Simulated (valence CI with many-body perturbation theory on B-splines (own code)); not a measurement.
**Cd²⁵⁺: what the settings do**

Calculated by configuration interaction combined with many-body perturbation theory (CI+MBPT): five valence electrons over a frozen Dirac-Fock core [Ar], radial functions for each j: 6 s, 6 p, 5 d, 5 f, 1 g, with the one-electron correlation potential Σ1, the two-electron term Σ2, the three-electron term Σ3, Breit, model QED; selected CI, second order for the rest, scaled by the run's own slope (own B-spline code, finite nucleus).

No measured spectrum was set against this ion. As an estimate, terms of the open shell hold to 2 to 4 % of their energy, and close levels can change places. Among the levels kept, up to 520 cm⁻¹ of a level comes from second order outside the variational space, and about a tenth of that is noise between levels of different J, which matters for small intervals. Only levels of the ground parity were solved; by the run's estimate the other parity begins above the list, which can be wrong where configurations are misplaced.

The reference run has the lowest level 3d⁵ ⁶S_5/2 and an ionisation energy of 1319.87 eV. Its largest variational space holds 9982 state functions.

Names give the largest LS component (configuration and term), which can be under half, so a name can repeat, a term be missing and a line seem to break the LS rules; names also repeat where a configuration has a term twice. Letters in brackets count levels of one name in rising energy.

Changed runs:
A. Breit term on → off
B. scale of Σ1 1 → 0; scale of Σ2 1 → 0; three-electron term on → off
C. scale of Σ1 1 → 1.1
D. factor on the speed of light 1 → 1.1 (bad on purpose)

Excitation energies of the reference run in cm⁻¹, and shifts in cm⁻¹:

```tsv
Level	Reference	A	B	C	D
3d⁵ ⁴G_5/2 [a]	85994	-1882	+5823	-18	+7808
3d⁵ ⁴G_7/2	118240	+660	+3703	+18	+540
3d⁵ ⁴P_3/2	122257	-783	+5631	+17	+873
3d⁵ ⁴G_11/2	122958	+3389	+2599	+25	-608
3d⁵ ⁴G_5/2 [b]	129257	+414	+3551	+37	-2999
3d⁵ ⁴G_9/2	131224	+2384	+2470	+35	-2786
3d⁵ ⁴P_1/2	140491	+27	+5086	+35	-2507
3d⁵ ⁴D_7/2	161296	+1907	+3911	+54	-5898
3d⁵ ⁴D_5/2	168927	+1135	+4984	+47	-3950
3d⁵ ²I_11/2	183262	+3916	+1571	+59	-5284
3d⁵ ⁴D_1/2	186288	+1394	+3943	+78	-10353
3d⁵ ²F_7/2	189457	+1126	+7628	+38	-761
Ionisation energy (eV)	1319.87	-0.042	-11.08	+0.23	+2.33
```
